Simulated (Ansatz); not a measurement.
`c1ccc(CCOc2ccccc2)cc1` with charge +1, relaxed as a doublet with UKS r2SCAN-D4/def2-SVP in Ansatz, starting from the r2SCAN-D4/def2-SVP geometry of the neutral singlet. Force threshold 0.03 eV/Å.

Start:

```xyz
29

C     2.6755    2.1376    3.5062
C     3.2861    1.1602    2.7142
C     2.7828    0.8736    1.4422
C     1.6641    1.5573    0.9397
C     1.0914    1.2098   -0.4099
C     0.0493    0.1047   -0.3029
O    -0.4343   -0.1568   -1.6071
C    -1.3835   -1.1132   -1.7722
C    -1.8210   -1.3230   -3.0918
C    -2.7929   -2.2833   -3.3594
C    -3.3440   -3.0485   -2.3222
C    -2.9059   -2.8366   -1.0144
C    -1.9296   -1.8742   -0.7264
C     1.0562    2.5315    1.7479
C     1.5566    2.8210    3.0203
H     3.0719    2.3673    4.4997
H     4.1653    0.6246    3.0851
H     3.2720    0.1155    0.8205
H     1.8853    0.8720   -1.0961
H     0.6155    2.0909   -0.8711
H    -0.7785    0.4190    0.3632
H     0.4990   -0.8080    0.1355
H    -1.3786   -0.7160   -3.8862
H    -3.1249   -2.4378   -4.3907
H    -4.1071   -3.8019   -2.5352
H    -3.3274   -3.4255   -0.1938
H    -1.6051   -1.7283    0.3056
H     0.1861    3.0777    1.3670
H     1.0758    3.5903    3.6322
```

(1) Estimate the energy that the relaxation releases and the steps that it takes.

(2) Does the start keep its bonding and symmetry?

(3) Predict the relaxed structure.

Answers

(1) 11.5 kJ/mol, in 10 steps; 4.6 min on 4 threads of Intel Xeon on a shared host. No frequencies were taken in this run, so the end may be a saddle point.

(2) By distances, no bond broke or formed. The bond that changes most is O7–C8, from 1.36 to 1.32 Å (atoms count from 1).

(3) 
Cartesian coordinates in Å:
```
C 2.6018 2.2822 3.4771
C 3.2738 1.2909 2.7337
C 2.7975 0.9172 1.4819
C 1.6482 1.5322 0.9441
C 1.1201 1.1178 -0.3986
C 0.3000 -0.1675 -0.2713
O -0.2409 -0.4570 -1.5711
C -1.2958 -1.2379 -1.7405
C -1.8204 -1.2636 -3.0682
C -2.9099 -2.0640 -3.3549
C -3.4949 -2.8442 -2.3367
C -2.9696 -2.8202 -1.0233
C -1.8783 -2.0274 -0.7120
C 0.9778 2.5206 1.7037
C 1.4533 2.8954 2.9569
H 2.9792 2.5729 4.4614
H 4.1751 0.8240 3.1399
H 3.3311 0.1593 0.8990
H 1.9409 0.9391 -1.1123
H 0.4718 1.9027 -0.8182
H -0.5215 -0.0519 0.4566
H 0.9365 -1.0143 0.0380
H -1.3365 -0.6408 -3.8244
H -3.3191 -2.0895 -4.3681
H -4.3579 -3.4767 -2.5620
H -3.4231 -3.4437 -0.2484
H -1.4647 -2.0304 0.2982
H 0.0884 3.0056 1.2886
H 0.9373 3.6691 3.5312
```
Bond lengths: 14 × C–C 1.38 to 1.53 Å; 2 × C–O 1.32 to 1.44 Å; 14 × C–H 1.09 to 1.10 Å.
